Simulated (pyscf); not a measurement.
## H₃Si–SiH₂–SiH₃ (SMILES [SiH3][SiH2][SiH3]), singlet

Gas-phase minimum from PySCF at ωB97X-D3(BJ)/def2-SVP, one conformer. 

SMILES: [SiH3][SiH2][SiH3]
```xyz
11

Si    -1.4652    -1.1296    -0.4331
Si     0.1858    -0.2958    -1.8574
Si     0.8246     1.8133    -1.0871
H     -0.9239    -1.2124     0.9560
H     -1.9247    -2.4850    -0.8559
H     -2.6333    -0.1994    -0.4334
H      1.3645    -1.2144    -1.8656
H     -0.3475    -0.1905    -3.2495
H     -0.3670     2.7130    -1.0654
H      1.3539     1.6918     0.3038
H      1.8756     2.4218    -1.9544
```

Bonds (Å): Si1–Si2 2.334, Si1–H4 1.493, Si1–H5 1.492, Si1–H6 1.493, Si2–Si3 2.334, Si2–H7 1.494, Si2–H8 1.494, Si3–H9 1.493, Si3–H10 1.493, Si3–H11 1.492. Bond angles (°): Si2–Si1–H4 109.3, Si2–Si1–H5 111.7, Si2–Si1–H6 109.3, H4–Si1–H5 109.0, H4–Si1–H6 108.6, H5–Si1–H6 109.0, Si1–Si2–Si3 108.4, Si1–Si2–H7 110.0, Si1–Si2–H8 109.9, Si3–Si2–H7 110.0, Si3–Si2–H8 110.0, H7–Si2–H8 108.6, Si2–Si3–H9 109.3, Si2–Si3–H10 109.3 (the first ones only).

Properties at ωB97X-D3(BJ)/def2-SVP:

```yaml
harmonic_wavenumbers_unscaled: 85, 95, 103, 317, 410, 422, 442, 482, 577, 603, 714, 724, 888, 898, 933, 952, 953, 956, 960, 2227, 2235, 2240, 2246, 2247, 2252, 2253, 2254 cm⁻¹
zero_point_energy: 42.1 kcal/mol
rotational_symmetry_number: 2
Entropy of this conformer at 298 K and 1 atm, rigid rotor and harmonic oscillator, modes under 100 cm⁻¹ raised to 100: 343.7 J/(mol K)
dipole_moment: 0.12 D
```

Single-point totals, which compare only within one level (frozen core for MP2 and CC):

```csv
level,total energy (hartree)
ωB97X-D3(BJ)/def2-TZVP,-873.39387
PBE/def2-TZVP,-872.82594
r²SCAN/def2-TZVP,-873.20953
B3LYP-D3(BJ)/def2-TZVP,-873.38653
PBE0-D3(BJ)/def2-TZVP,-872.93042
M06-2X/def2-TZVP,-873.21064
ωB97M-D3(BJ)/def2-TZVP,-873.41320
HF/def2-TZVPP,-871.47286
MP2/def2-TZVPP,-871.86169
CCSD/def2-TZVPP,-871.93155
CCSD(T)/def2-TZVPP,-871.94689
```

Soft torsions are taken as harmonic, which can shift the entropy by several J/(mol K). The CCSD(T) − MP2 part came from Ansatz, without density fitting, on the same reference.
